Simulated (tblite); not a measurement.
A tight-binding relaxation on `[BH3-][O+](CF)C/C=C\CC`.

Computed with GFN2-xTB geometry optimisation, gas phase (tblite 0.8.0). Start geometry: from a force field or distance geometry. The command runs a driver script over a list of jobs; the input below is this job's line of settings and its coordinates in Å.

Command:
```bash
OMP_NUM_THREADS=1 python probes_run.py task.json out
```

Input:
```
{"job": {"kind": "relax", "xc": "GFN2-xTB", "basis": "xTB"}, "charge": 0, "multiplicity": 1}
B     -2.511900    -1.198200    -0.393700
O     -1.750900     0.060400    -0.390300
C     -2.578000     1.072600    -0.070400
F     -3.600000     1.064900    -1.034500
C     -0.645400    -0.151400     0.423800
C      0.290700     0.962600     0.497800
C      1.572300     0.958400     0.146700
C      2.327800    -0.176200    -0.397300
C      3.505600    -0.588900     0.464600
H     -3.254000    -1.139200     0.548600
H     -1.811800    -2.161300    -0.306300
H     -3.167900    -1.231900    -1.413300
H     -3.129200     0.962900     0.912900
H     -2.167500     2.088100    -0.131200
H     -0.983000    -0.403400     1.465800
H     -0.121800    -1.050200     0.071300
H     -0.081200     1.916100     0.896900
H      2.138800     1.891100     0.283500
H      2.787200     0.169400    -1.362200
H      1.734700    -1.063300    -0.680800
H      4.376500    -0.016100     0.092200
H      3.721200    -1.659500     0.399000
H      3.343200    -0.279800     1.532700
```

Output:
```
step      E/eV     max force
  0    -814.79972    3.261
  1    -815.18137    1.808
  2    -815.29179    0.993
  3    -815.35678    0.711
  4    -815.41262    0.415
  5    -815.45140    0.377
  6    -815.48263    0.360
  7    -815.50903    0.349
  8    -815.52936    0.298
  9    -815.54471    0.263
... (172 lines left out)
182    -815.96966    0.021
183    -815.96975    0.017
184    -815.96984    0.018
185    -815.96994    0.020
186    -815.97003    0.020
187    -815.97012    0.018
188    -815.97019    0.015
189    -815.97025    0.014
190    -815.97029    0.011
191    -815.97032    0.009
```

«max force» is the largest atomic force in eV/Å.

**Question.** From which step on does the largest force stay under 0.1 eV/Å, and how much energy is left to gain from there?

**Answer.** From step 170 (0.076 eV/Å), 6.5 meV above the end.

Main results: energy lowered by 27.0 kcal/mol over 191 steps; largest atomic force 0.009 eV/Å at the end.

Hardware: one thread, Intel Xeon (x86_64), no GPU, shared host. Cost: 2.4 s of wall time.
Labels such as C1 count atoms from 1, the log's own numbers from 0.
